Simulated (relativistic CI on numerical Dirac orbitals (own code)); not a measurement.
## Sensitivity of the levels of Tc V to α and to the nuclear radius

Calculated at this level of theory: Dirac-Coulomb-Breit CI, orbitals from a KLI potential per configuration, valence Slater integrals scaled by 0.85, P86 correlation energy added to each configuration, derivatives by finite differences, QED left out (own radial code, finite nucleus).

Configuration list (outside the closed core [Ar] 3d10 4s2): 4p6.4d3, 4p6.4d2.5s, 4p6.4d2.4f, 4p6.4d2.5p, 4p5.4d4, 4p6.4d.5s2, 4p6.4d.4f2, 4p6.4d2.5d. Levels of other configurations are missing.

With x = (α/α₀)² − 1 an excitation energy changes as ω = ω₀ + qx; K = 2q/ω₀ is the relative enhancement. Terms are leading LS components, so labels can repeat. The field-shift factor is F = δν/δ⟨r²⟩ for the transition from the lowest level.

Lowest level 4p6.4d3 4F_3/2.

```tsv
Level	ω₀ (cm⁻¹)	q (cm⁻¹)	K	F (GHz/fm²)
4p6.4d3 4F_5/2	1023.5	1127	2.2	0.0148
4p6.4d3 4F_7/2	2295.9	2373	2.07	0.032
4p6.4d3 4F_9/2	3718.5	3579	1.92	0.0495
4p6.4d3 4P_3/2	12422.2	434.9	0.07	0.0667
4p6.4d3 4P_1/2	12442.6	938.4	0.151	0.0611
4p6.4d3 2G_7/2	14062.6	1614	0.23	0.0868
4p6.4d3 4P_5/2	14098.0	2705	0.384	0.0765
4p6.4d3 2G_9/2	14885.0	1832	0.246	0.0864
4p6.4d3 2D_3/2	17278.8	1495	0.173	0.156
4p6.4d3 2P_1/2	17659.2	2144	0.243	0.22
4p6.4d3 2H_9/2	19137.0	3380	0.353	0.104
4p6.4d3 2H_11/2	19457.9	2873	0.295	0.0945
4p6.4d3 2D_5/2	20566.8	3157	0.307	0.155
4p6.4d3 2D_3/2	21042.5	4465	0.424	0.217
4p6.4d3 2F_7/2	29708.1	2092	0.141	0.177
4p6.4d3 2F_5/2	30113.7	2271	0.151	0.183
4p6.4d3 2D_5/2	45389.2	2353	0.104	0.219
4p6.4d3 2D_3/2	45824.4	2572	0.112	0.221
4p6.4d2.5s 4F_3/2	108523.8	-12680	-0.234	7.79
4p6.4d2.5s 4F_5/2	109464.8	-11810	-0.216	7.8
4p6.4d2.5s 4F_7/2	110880.3	-10330	-0.186	7.82
4p6.4d2.5s 4F_9/2	112618.6	-8654	-0.154	7.85
4p6.4d2.5s 2F_5/2	118086.3	-10880	-0.184	7.14
```

At this charge configurations can still be misplaced by up to about 7 % of their energy.
